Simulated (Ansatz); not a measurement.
This geometry of FH$_{3}$NOSi (7 atoms, charge 0, multiplicity 2) is a first-order saddle point.

All numbers below come from Ansatz, UKS B3LYP-D4/6-31G*.

```xyz
7
Properties=species:S:1:pos:R:3
N -0.822 1.186 -0.461
Si -0.057 -0.150 0.370
O 1.163 -0.729 -0.580
F -1.061 -1.380 0.604
H -1.585 0.921 -1.096
H 0.421 0.335 1.682
H 2.003 -0.251 -0.564
```

**Question.** Which two structures does it join? (They come from a converged band through this point; their orientation in space is the band's.)

**Answer.** No bond is made or broken. The dihedral N1–Si2–O3–H7 goes from -25 to 150°.

Image 0:

```xyz
7
Properties=species:S:1:pos:R:3
N -0.476 0.986 -0.911
Si -0.066 -0.118 0.395
O 1.496 -0.590 0.203
F -1.044 -1.399 0.371
H -1.483 1.054 -1.108
H -0.204 0.549 1.705
H 1.839 -0.550 -0.701
```

Image 8:

```xyz
7
Properties=species:S:1:pos:R:3
N -1.199 1.086 -0.218
Si -0.050 -0.103 0.358
O 1.131 -0.260 -0.783
F -0.820 -1.498 0.585
H -1.526 0.899 -1.174
H 0.511 0.307 1.661
H 2.016 -0.500 -0.475
```

**Question.** How far does it lie above each of them?

**Answer.** 1.0 kcal/mol above the first and 0.4 kcal/mol above the second. This is the barrier of this one path; another mechanism may lie lower.

The run took 5.2 min on 1 thread of Arm Neoverse V2, on a shared host, peak memory 0.17 GiB.
